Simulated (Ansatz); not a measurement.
Consider the hydrogenolysis of the Sn–I bond: `[F][Sn]([F])([F])[I]` + H₂ → `[F][SnH]([F])[F]` + HI.

Computed with Ansatz on PBE0-D4/def2-TZVP structures; ΔE is electronic, products minus reactants. CBS: MP2 limit from def2 TZ/QZ plus the TZ coupled-cluster correction, frozen cores. This one scheme is used for every species. DFT in def2-TZVPP. B3LYP here is the variant with VWN-RPA as its local correlation; programs differ in this. HSE06 is defined as in plane-wave codes. def2 core potentials past Kr. For I, Sn outer-core shells are correlated without core-valence functions, which leaves a few kJ/mol of doubt a bond.

`[F][Sn]([F])([F])[I]`:

Cartesian coordinates in Å:
```
F -0.210 0.135 -1.903
Sn 0.062 0.022 -0.038
F 1.525 -1.149 0.192
F 0.688 1.724 0.487
I -2.066 -0.731 1.262
```

H₂:

```xyz
2

H     0.302    0.124    0.180
H    -0.302   -0.124   -0.180
```

`[F][SnH]([F])[F]`:

```xyz
5

F     1.187   -0.992   -1.009
Sn   -0.059   -0.071    0.075
F    -1.179    0.848   -1.140
F     0.946    1.283    0.933
H    -0.895   -1.069    1.141
```

HI:

```xyz
2

I    -0.469   -0.599   -0.262
H     0.469    0.599    0.262
```

```json
{"level": "LDA (SPW92)", "ΔE (kJ/mol)": "65.9", "difference from CCSD(T)/CBS": "-16.9"}
{"level": "PBE-D4", "ΔE (kJ/mol)": "79.2", "difference from CCSD(T)/CBS": "-3.6"}
{"level": "revPBE-D4", "ΔE (kJ/mol)": "81.3", "difference from CCSD(T)/CBS": "-1.5"}
{"level": "BLYP-D4", "ΔE (kJ/mol)": "80.5", "difference from CCSD(T)/CBS": "-2.3"}
{"level": "r2SCAN-D4", "ΔE (kJ/mol)": "80.7", "difference from CCSD(T)/CBS": "-2.1"}
{"level": "B97M-V", "ΔE (kJ/mol)": "66.0", "difference from CCSD(T)/CBS": "-16.8"}
{"level": "PBE0-D4", "ΔE (kJ/mol)": "75.7", "difference from CCSD(T)/CBS": "-7.1"}
{"level": "B3LYP-D4", "ΔE (kJ/mol)": "77.2", "difference from CCSD(T)/CBS": "-5.6"}
{"level": "r2SCANh-D4", "ΔE (kJ/mol)": "79.2", "difference from CCSD(T)/CBS": "-3.6"}
{"level": "r2SCAN0-D4", "ΔE (kJ/mol)": "77.2", "difference from CCSD(T)/CBS": "-5.6"}
{"level": "HSE06-D4", "ΔE (kJ/mol)": "76.1", "difference from CCSD(T)/CBS": "-6.7"}
{"level": "CAM-B3LYP-D4", "ΔE (kJ/mol)": "67.0", "difference from CCSD(T)/CBS": "-15.8"}
{"level": "ωB97X-V", "ΔE (kJ/mol)": "70.6", "difference from CCSD(T)/CBS": "-12.2"}
{"level": "ωB97M-V", "ΔE (kJ/mol)": "71.5", "difference from CCSD(T)/CBS": "-11.3"}
{"level": "B2PLYP", "ΔE (kJ/mol)": "72.3", "difference from CCSD(T)/CBS": "-10.5"}
{"level": "PBE-QIDH", "ΔE (kJ/mol)": "73.8", "difference from CCSD(T)/CBS": "-9.0"}
{"level": "PBE", "ΔE (kJ/mol)": "73.6", "difference from CCSD(T)/CBS": "-9.2"}
{"level": "revPBE", "ΔE (kJ/mol)": "73.6", "difference from CCSD(T)/CBS": "-9.2"}
{"level": "BLYP", "ΔE (kJ/mol)": "70.1", "difference from CCSD(T)/CBS": "-12.7"}
{"level": "r2SCAN", "ΔE (kJ/mol)": "79.5", "difference from CCSD(T)/CBS": "-3.3"}
{"level": "B3LYP", "ΔE (kJ/mol)": "68.0", "difference from CCSD(T)/CBS": "-14.8"}
{"level": "r2SCAN0", "ΔE (kJ/mol)": "75.5", "difference from CCSD(T)/CBS": "-7.3"}
{"level": "HSE06", "ΔE (kJ/mol)": "71.2", "difference from CCSD(T)/CBS": "-11.6"}
{"level": "BHLYP", "ΔE (kJ/mol)": "65.3", "difference from CCSD(T)/CBS": "-17.5"}
{"level": "CAM-B3LYP", "ΔE (kJ/mol)": "61.5", "difference from CCSD(T)/CBS": "-21.3"}
{"level": "LC-ωPBE", "ΔE (kJ/mol)": "62.7", "difference from CCSD(T)/CBS": "-20.1"}
{"level": "RPA@PBE/def2-TZVPP", "ΔE (kJ/mol)": "61.5", "difference from CCSD(T)/CBS": "-21.3"}
{"level": "HF/def2-SVP", "ΔE (kJ/mol)": "51.1", "difference from CCSD(T)/CBS": "-31.7"}
{"level": "CCSD/def2-SVP", "ΔE (kJ/mol)": "60.3", "difference from CCSD(T)/CBS": "-22.5"}
{"level": "CCSD(T)/def2-SVP", "ΔE (kJ/mol)": "63.6", "difference from CCSD(T)/CBS": "-19.2"}
{"level": "HF/def2-TZVPP", "ΔE (kJ/mol)": "59.7", "difference from CCSD(T)/CBS": "-23.1"}
{"level": "MP2/def2-TZVPP", "ΔE (kJ/mol)": "79.6", "difference from CCSD(T)/CBS": "-3.2"}
{"level": "SCS-MP2/def2-TZVPP", "ΔE (kJ/mol)": "72.1", "difference from CCSD(T)/CBS": "-10.7"}
{"level": "CCSD/def2-TZVPP", "ΔE (kJ/mol)": "61.4", "difference from CCSD(T)/CBS": "-21.4"}
{"level": "CCSD(T)/def2-TZVPP", "ΔE (kJ/mol)": "66.1", "difference from CCSD(T)/CBS": "-16.7"}
{"level": "HF/def2-QZVPP", "ΔE (kJ/mol)": "61.9", "difference from CCSD(T)/CBS": "-20.9"}
{"level": "MP2/def2-QZVPP", "ΔE (kJ/mol)": "90.0", "difference from CCSD(T)/CBS": "7.2"}
{"level": "HF/CBS(def2)", "ΔE (kJ/mol)": "62.2", "difference from CCSD(T)/CBS": "-20.6"}
{"level": "MP2/CBS(def2)", "ΔE (kJ/mol)": "96.3", "difference from CCSD(T)/CBS": "13.5"}
{"level": "CCSD/CBS(def2)", "ΔE (kJ/mol)": "78.1", "difference from CCSD(T)/CBS": "-4.7"}
{"level": "CCSD(T)/CBS", "ΔE (kJ/mol)": "82.8", "difference from CCSD(T)/CBS": "0"}
```

Largest T1 diagnostic among the species: 0.015.

Leaving LDA and LC-ωPBE aside and taking each functional with its dispersion term where it has one, the values spread over 15.3 kJ/mol, from B97M-V to revPBE-D4. LDA lies −7.7 kJ/mol from PBE without D4. The D4 term adds +9.2 kJ/mol with B3LYP and +5.0 kJ/mol with PBE0; it sums over pairs of atoms, weighted by their polarisabilities, and B3LYP, whose exchange is more repulsive, gets the larger term. From r2SCAN to r2SCAN0 (25 % exact exchange), in def2-TZVPP and without D4, ΔE moves by −4.0 kJ/mol.
